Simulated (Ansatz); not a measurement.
C4H5 (SMILES [C]1=CCC1), doublet, geometry from GFN2-xTB; PBE/cc-pVTZ (Ansatz, a program for electronic structure).

Input for Ansatz:
Ansatz 0.2 input:
```yaml
crystal:
  periodic: [false, false, false]
  atoms:
    - {symbol: C, position_ang: [-0.02205061, -0.68473402, 0.84115130]}
    - {symbol: C, position_ang: [-0.00826608, 0.63490979, 0.88350398]}
    - {symbol: C, position_ang: [0.00201276, -0.84177276, -0.65304234]}
    - {symbol: C, position_ang: [0.01874293, 0.70825289, -0.63453241]}
    - {symbol: H, position_ang: [-0.01290424, 1.39550575, 1.63691836]}
    - {symbol: H, position_ang: [-0.88690102, -1.29361008, -1.08611356]}
    - {symbol: H, position_ang: [0.89519009, -1.31321238, -1.05535354]}
    - {symbol: H, position_ang: [0.92842902, 1.14581919, -1.04347686]}
    - {symbol: H, position_ang: [-0.86644785, 1.16556213, -1.07445758]}
basis:
  gaussian:
    orbitals: cc-pVTZ
    final_grid: {core_spheres: 14, valence_spheres: 28, degree: 59}
hamiltonian:
  xc: pbe
magnetization: {spin_polarized: true, initial_magnetization: 1}
```

Question: Predict the main parts of the log of this Ansatz run.

Answer: 
```
Functional definition: PBE
956 factors; their error is unknown
mean field evaluation 1: about -4210.3818 eV, gradient 4.8e1 eV
mean field evaluation 2: about -4190.1456 eV, gradient 7.8e1 eV
mean field evaluation 4: about -4220.6089 eV, gradient 1.2e1 eV
mean field evaluation 8: about -4221.2777 eV, gradient 1.3e-1 eV
mean field evaluation 16: about -4221.2536 eV, gradient 6.5e-4 eV
mean field -4221.25364269 eV, -155.1282101005 hartree, gradient 7.0e-5 eV, S^2 0.755905; 0 other end points of the search recorded, 0 dependent functions left out
reference -4221.25367797 eV, -155.1282113967 hartree; 15, 14 occupied and 175, 176 virtual orbitals, 956 factors
Total energy: -4221.25367797 eV, -155.1282113967 hartree
```
